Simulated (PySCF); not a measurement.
## Energy of Hf (hafnium, neutral) between two integer charges

The 5d alpha orbital of [Xe] 4f14 5d2 6s2 is emptied in steps (occupation f), with all orbitals relaxed, ending at [Xe] 4f14 5d1 6s2. Computed with PySCF 2.14 in aug-cc-pVTZ-PP with ECP60MDF, with a scalar-relativistic core potential. The exact energy is a straight line in f; departures are measured from the line between the end points of the same method.

**Question.** Among BHandHLYP, wB97X, HSE06, which shows the largest delocalisation error (convex curve), and which is closest to linear?

**Answer.** Most convex: HSE06 (-0.571 eV at f = 0.4); closest to linear: wB97X (-0.063 eV).

| f | BHandHLYP (eV) | wB97X (eV) | HSE06 (eV) |
| --- | --- | --- | --- |
| 1 | 0.000 | 0.000 | 0.000 |
| 0.8 | -0.224 | -0.039 | -0.416 |
| 0.6 | -0.340 | -0.062 | -0.605 |
| 0.4 | -0.342 | -0.063 | -0.571 |
| 0.2 | -0.229 | -0.042 | -0.352 |
| 0 | 0.000 | 0.000 | 0.000 |

| method | E(f=0) − E(f=1) (eV) | −ε at f=1 (eV) | −ε at f=0.4 (eV) |
| --- | --- | --- | --- |
| BHandHLYP | 6.786 | 5.403 | 7.060 |
| wB97X | 6.680 | 6.448 | 6.729 |
| HSE06 | 6.754 | 4.113 | 7.432 |

Reference removal energy between the ground levels: 6.825 eV (measured; NIST Atomic Spectra Database, ionization energies). The calculation has no spin-orbit coupling.
